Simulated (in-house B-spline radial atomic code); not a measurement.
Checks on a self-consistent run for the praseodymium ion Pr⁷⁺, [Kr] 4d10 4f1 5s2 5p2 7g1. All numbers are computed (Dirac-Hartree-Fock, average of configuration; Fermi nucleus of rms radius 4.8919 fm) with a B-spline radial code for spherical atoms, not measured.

| orbital | q | ε (Eh) | <1/r> | <r²> | small-component weight |
| --- | --- | --- | --- | --- | --- |
| 1s1/2 | 2 | -1556.25663 | 64.6855 | 0.000789359 | 0.047801 |
| 2s1/2 | 2 | -258.02619 | 15.3006 | 0.0124522 | 0.010437 |
| 2p1/2 | 2 | -243.45816 | 15.2407 | 0.00915376 | 0.010432 |
| 2p3/2 | 4 | -225.68178 | 13.7625 | 0.0104033 | 0.009789 |
| 3s1/2 | 2 | -60.82541 | 5.55224 | 0.0839222 | 0.0032398 |
| 3p1/2 | 2 | -54.60009 | 5.45321 | 0.0791664 | 0.0031676 |
| 3p3/2 | 4 | -50.99703 | 5.08746 | 0.0864169 | 0.0029954 |
| 3d3/2 | 4 | -40.28589 | 4.94162 | 0.0704447 | 0.0028577 |
| 3d5/2 | 6 | -39.52074 | 4.84868 | 0.0724974 | 0.0028065 |
| 4s1/2 | 2 | -16.21188 | 2.29401 | 0.429783 | 0.0009907 |
| 4p1/2 | 2 | -13.77661 | 2.18689 | 0.458773 | 0.00092115 |
| 4p3/2 | 4 | -12.97998 | 2.07474 | 0.495128 | 0.00087106 |
| 4d3/2 | 4 | -8.91366 | 1.86775 | 0.573014 | 0.00073067 |
| 4d5/2 | 6 | -8.77005 | 1.83831 | 0.587552 | 0.00071543 |
| 4f5/2 | 0.42857 | -4.44405 | 1.45181 | 0.854171 | 0.0004648 |
| 4f7/2 | 0.57143 | -4.42903 | 1.44326 | 0.862832 | 0.00046054 |
| 5s1/2 | 2 | -5.21543 | 0.977938 | 2.0603 | 0.00026469 |
| 5p1/2 | 0.66667 | -4.51681 | 0.90936 | 2.35941 | 0.00023723 |
| 5p3/2 | 1.3333 | -4.35821 | 0.873969 | 2.51246 | 0.00022547 |
| 7g7/2 | 0.44444 | -0.66760 | 0.173685 | 67.0628 | 1.9789e-05 |
| 7g9/2 | 0.55556 | -0.66765 | 0.173699 | 67.0521 | 1.9795e-05 |

Electron-electron repulsion V_ee = 3147.5413 hartree.

(1) What total energy follows from the eigenvalues?

(2) Does the Dirac virial theorem hold?

(3) What diamagnetic shielding (Lamb formula) and susceptibility (Langevin formula) do the radii give?

Answers

(1) The eigenvalues count the repulsion twice, so E = Σqε - V_ee = -6075.844 - 3147.541 = -9223.385 hartree; the run printed -9223.385.

(2) For a point nucleus E = -2c²Σq·w, with w the small-component weight. Here Σq·w = 0.24556 and c = 137.0360, so the ratio E/(-2c²Σq·w) is 1.000091; the finite nucleus accounts for the departure from 1.

(3) σ = (α²/3)Σq<1/r> = 377.832/(3·137.036²) = 6706.7 ppm, and χ = -0.79199×10⁻⁶·Σq<r²> = -69.7×10⁻⁶ cm³/mol with Σq<r²> = 88.01 bohr². Both are non-relativistic formulas without the paramagnetism of open shells; for so heavy an element the full relativistic shielding is larger by tens of per cent.
